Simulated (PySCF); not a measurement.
PySCF job for Be(NH2)(NMe2) (C₂H₈BeN₂), SMILES C[N](C)[Be][NH2], TDA-PBE/def2-SVPD. Geometry: PBE0-D3(BJ)/def2-SVP. Other conformers were not sampled.

```python
import numpy as np
from pyscf import gto, scf, dft, tdscf

mol = gto.M(
    atom='''
    Be   -0.00000000   -0.00000000    1.01714298
    N    -0.00000000    0.00000000    2.51890813
    H     0.82513318    0.00000000    3.10857976
    H    -0.82513318    0.00000000    3.10857976
    N     0.00000000   -0.00000000   -0.49001777
    C     0.00000000    1.20023569   -1.28500280
    C    -0.00000000   -1.20023569   -1.28500280
    H    -0.88975354    1.26486890   -1.94434683
    H     0.88975354    1.26486890   -1.94434683
    H     0.00000000    2.09697870   -0.64527153
    H     0.88975354   -1.26486890   -1.94434682
    H    -0.88975354   -1.26486890   -1.94434682
    H    -0.00000000   -2.09697870   -0.64527153
    ''',
    basis='def2-SVPD',
    charge=0,
    spin=0,
    symmetry=True,
    max_memory=1600,
    verbose=4,
)
mf = dft.RKS(mol, xc='pbe').density_fit(auxbasis='def2-universal-jkfit')
mf.grids.level = 3
mf.conv_tol = 1e-9
mf.max_cycle = 100
mf.kernel()
mf.grids = dft.Grids(mol).set(level=1).build(with_non0tab=True)  # coarser grid for the response kernel
td = tdscf.TDA(mf)
td.singlet = True
td.nstates = 10
td.conv_tol = 1e-4
td.positive_eig_threshold = 1e-6
td.kernel(x0=td.get_init_guess(mf, 15))
td.analyze()
tt = tdscf.TDA(mf)
tt.singlet = False
tt.nstates = 4
tt.conv_tol = 1e-4
tt.positive_eig_threshold = 1e-6
tt.kernel(x0=tt.get_init_guess(mf, 9))
tt.analyze(verbose=3)
```

Output:

```
PySCF version 2.14.0

[INPUT] verbose = 4
[INPUT] num. atoms = 13
[INPUT] num. electrons = 38
[INPUT] charge = 0
[INPUT] spin (= nelec alpha-beta = 2S) = 0
[INPUT] symmetry True subgroup None
[INPUT] Mole.unit = angstrom
[INPUT] Symbol           X                Y                Z      unit          X                Y                Z       unit  Magmom
[INPUT]  1 Be     0.000000000000   0.000000000000   1.017142980000 AA    0.000000000000   0.000000000000   1.922121661724 Bohr   0.0
[INPUT]  2 N      0.000000000000   0.000000000000   2.518908130000 AA    0.000000000000   0.000000000000   4.760046498640 Bohr   0.0
[INPUT]  3 H      0.825133180000   0.000000000000   3.108579760000 AA    1.559275726491   0.000000000000   5.874364382766 Bohr   0.0
[INPUT]  4 H     -0.825133180000   0.000000000000   3.108579760000 AA   -1.559275726491   0.000000000000   5.874364382766 Bohr   0.0
[INPUT]  5 N      0.000000000000   0.000000000000  -0.490017770000 AA    0.000000000000   0.000000000000  -0.925999381470 Bohr   0.0
[INPUT]  6 C      0.000000000000   1.200235690000  -1.285002800000 AA    0.000000000000   2.268116739028  -2.428303361299 Bohr   0.0
[INPUT]  7 C      0.000000000000  -1.200235690000  -1.285002800000 AA    0.000000000000  -2.268116739028  -2.428303361299 Bohr   0.0
[INPUT]  8 H     -0.889753540000   1.264868900000  -1.944346830000 AA   -1.681390508962   2.390255804480  -3.674282999866 Bohr   0.0
[INPUT]  9 H      0.889753540000   1.264868900000  -1.944346830000 AA    1.681390508962   2.390255804480  -3.674282999866 Bohr   0.0
[INPUT] 10 H      0.000000000000   2.096978700000  -0.645271530000 AA    0.000000000000   3.962715432046  -1.219386467679 Bohr   0.0
[INPUT] 11 H      0.889753540000  -1.264868900000  -1.944346820000 AA    1.681390508962  -2.390255804480  -3.674282980969 Bohr   0.0
[INPUT] 12 H     -0.889753540000  -1.264868900000  -1.944346820000 AA   -1.681390508962  -2.390255804480  -3.674282980969 Bohr   0.0
[INPUT] 13 H      0.000000000000  -2.096978700000  -0.645271530000 AA    0.000000000000  -3.962715432046  -1.219386467679 Bohr   0.0

nuclear repulsion = 150.341355335913
point group symmetry = C2v
symmetry origin: [ 0.00000000e+00  0.00000000e+00 -4.67462326e-16]
symmetry axis x: [1. 0. 0.]
symmetry axis y: [ 0.000000e+00 -1.000000e+00 -3.472603e-10]
symmetry axis z: [ 0.00000000e+00  3.47260406e-10 -1.00000000e+00]
num. orbitals of irrep A1 = 60
num. orbitals of irrep A2 = 22
num. orbitals of irrep B1 = 33
num. orbitals of irrep B2 = 41
number of shells = 70
number of NR pGTOs = 222
number of NR cGTOs = 156
basis = def2-SVPD
ecp = {}


[settings echo left out]
init E= -204.997610858815
HOMO (B1) = -0.280429196213866  LUMO (A1) = -0.0603761374434217  gap/eV = 5.98795
cycle= 1 E= -204.787667597387  delta_E= 0.21  |g|= 0.731  |ddm|= 7.76
HOMO (B1) = -0.0644167089466599  LUMO (A1) = 0.00931060465529177  gap/eV = 2.00622
cycle= 2 E= -204.344111389284  delta_E= 0.444  |g|=  1.5  |ddm|= 2.86
HOMO (B1) = -0.182022449868984  LUMO (A1) = -0.0222053058164846  gap/eV = 4.34885
cycle= 3 E= -204.9168669587  delta_E= -0.573  |g|= 0.143  |ddm|= 1.75
HOMO (B1) = -0.177214034018422  LUMO (A1) = -0.022810830403265  gap/eV = 4.20153
cycle= 4 E= -204.921010797648  delta_E= -0.00414  |g|= 0.0589  |ddm|= 0.218
HOMO (B1) = -0.179889714945382  LUMO (A1) = -0.0216441784424628  gap/eV = 4.30608
cycle= 5 E= -204.921632105028  delta_E= -0.000621  |g|= 0.0273  |ddm|= 0.0889
HOMO (B1) = -0.176730646113912  LUMO (A1) = -0.021625244625187  gap/eV = 4.22063
cycle= 6 E= -204.921787100589  delta_E= -0.000155  |g|= 0.0083  |ddm|= 0.0489
HOMO (B1) = -0.177373735394635  LUMO (A1) = -0.021693494334599  gap/eV = 4.23628
cycle= 7 E= -204.92180394584  delta_E= -1.68e-05  |g|= 0.00174  |ddm|= 0.0103
HOMO (B1) = -0.177375710054486  LUMO (A1) = -0.0217893156396225  gap/eV = 4.23372
cycle= 8 E= -204.921804771217  delta_E= -8.25e-07  |g|= 0.000357  |ddm|= 0.00315
HOMO (B1) = -0.177390292204086  LUMO (A1) = -0.0217894390505484  gap/eV = 4.23411
cycle= 9 E= -204.921804809997  delta_E= -3.88e-08  |g|= 3.28e-05  |ddm|= 0.000724
HOMO (B1) = -0.17739334465258  LUMO (A1) = -0.0217904817686025  gap/eV = 4.23417
cycle= 10 E= -204.921804810284  delta_E= -2.87e-10  |g|= 6.66e-06  |ddm|= 9.68e-05
HOMO (B1) = -0.177393648935301  LUMO (A1) = -0.0217903137519486  gap/eV = 4.23418
Extra cycle  E= -204.921804810286  delta_E= -2.05e-12  |g|= 6.18e-06  |ddm|= 3.4e-05
converged SCF energy = -204.921804810286
tot grids = 45464
Overwritten attributes  positive_eig_threshold  of <class 'pyscf.tdscf.rks.TDA'>


******** <class 'pyscf.tdscf.rks.TDA'> for <class 'pyscf.df.df_jk.DFSymAdaptedRKS'> ********
nstates = 10 singlet
deg_eia_thresh = 1.000e-03
wfnsym = None
conv_tol = 0.0001
eigh lindep = 1e-12
eigh level_shift = 0
eigh max_cycle = 100


Excitation energies (eV)
[4.258425   5.01488913 5.05010427 5.20301159 5.28806258 5.85974053
 5.96427813 6.31694846 6.33417758 6.40962726]

** Singlet excitation energies and oscillator strengths **
Excited State   1:   B1      4.25843 eV    291.15 nm  f=0.0070
      19 -> 20        0.70670
Excited State   2:   A2      5.01489 eV    247.23 nm  f=0.0000
      19 -> 22        0.70692
Excited State   3:   B1      5.05010 eV    245.51 nm  f=0.0091
      19 -> 23       -0.70688
Excited State   4:   A1      5.20301 eV    238.29 nm  f=0.0681
      19 -> 21        0.67750
      19 -> 24        0.18280
Excited State   5:   B2      5.28806 eV    234.46 nm  f=0.0774
      18 -> 20        0.70562
Excited State   6:   A2      5.85974 eV    211.59 nm  f=0.0000
      18 -> 21       -0.70696
Excited State   7:   B2      5.96428 eV    207.88 nm  f=0.0011
      18 -> 23        0.70674
Excited State   8:   B1      6.31695 eV    196.27 nm  f=0.0648
      19 -> 25        0.70476
Excited State   9:   A1      6.33418 eV    195.74 nm  f=0.0038
      18 -> 22        0.64719
      18 -> 26       -0.12467
      18 -> 27        0.16137
      19 -> 24       -0.17675
Excited State  10:   A2      6.40963 eV    193.43 nm  f=0.0000
      19 -> 26        0.70395

** Transition electric dipole moments (AU) **
state          X           Y           Z        Dip. S.      Osc.
  1         0.2598      0.0000      0.0000      0.0675      0.0070
  2        -0.0000     -0.0000     -0.0000      0.0000      0.0000
  3         0.2713      0.0000      0.0000      0.0736      0.0091
  4        -0.0000     -0.0000     -0.7307      0.5339      0.0681
  5         0.0000      0.7730     -0.0000      0.5975      0.0774
  6        -0.0000     -0.0000     -0.0000      0.0000      0.0000
  7        -0.0000     -0.0873      0.0000      0.0076      0.0011
  8         0.6472      0.0000     -0.0000      0.4188      0.0648
  9         0.0000      0.0000      0.1559      0.0243      0.0038
 10        -0.0000     -0.0000      0.0000      0.0000      0.0000

** Transition velocity dipole moments (imaginary part, AU) **
state          X           Y           Z        Dip. S.      Osc.
  1         0.0160      0.0000      0.0000      0.0003      0.0011
  2         0.0000     -0.0000     -0.0000      0.0000      0.0000
  3         0.0480      0.0000      0.0000      0.0023      0.0083
  4        -0.0000     -0.0000     -0.0967      0.0093      0.0326
  5         0.0000      0.1239     -0.0000      0.0153      0.0526
  6        -0.0000     -0.0000     -0.0000      0.0000      0.0000
  7        -0.0000     -0.0323     -0.0000      0.0010      0.0032
  8         0.1250      0.0000     -0.0000      0.0156      0.0449
  9         0.0000      0.0000      0.0134      0.0002      0.0005
 10         0.0000     -0.0000      0.0000      0.0000      0.0000

** Transition magnetic dipole moments (imaginary part, AU) **
state          X           Y           Z
  1         0.0000     -0.0085     -0.0000
  2        -0.0000      0.0000      0.4273
  3         0.0000      0.6268      0.0000
  4        -0.0000     -0.0000     -0.0000
  5         0.9600      0.0000      0.0000
  6        -0.0000     -0.0000      0.2318
  7        -0.0086     -0.0000      0.0000
  8         0.0000     -0.0811      0.0000
  9        -0.0000      0.0000     -0.0000
 10         0.0000      0.0000      0.2685


******** <class 'pyscf.tdscf.rks.TDA'> for <class 'pyscf.df.df_jk.DFSymAdaptedRKS'> ********
nstates = 4 triplet
deg_eia_thresh = 1.000e-03
wfnsym = None
conv_tol = 0.0001
eigh lindep = 1e-12
eigh level_shift = 0
eigh max_cycle = 100


Excitation energies (eV)
[4.14286028 4.66452267 4.94533104 4.9560899 ]

** Triplet excitation energies and oscillator strengths **
Excited State   1:   B1      4.14286 eV    299.27 nm  f=0.0000
Excited State   2:   A1      4.66452 eV    265.80 nm  f=0.0000
Excited State   3:   A2      4.94533 eV    250.71 nm  f=0.0000
Excited State   4:   B2      4.95609 eV    250.17 nm  f=0.0000
```

The run converged.

Cost: roughly 28 core-seconds.
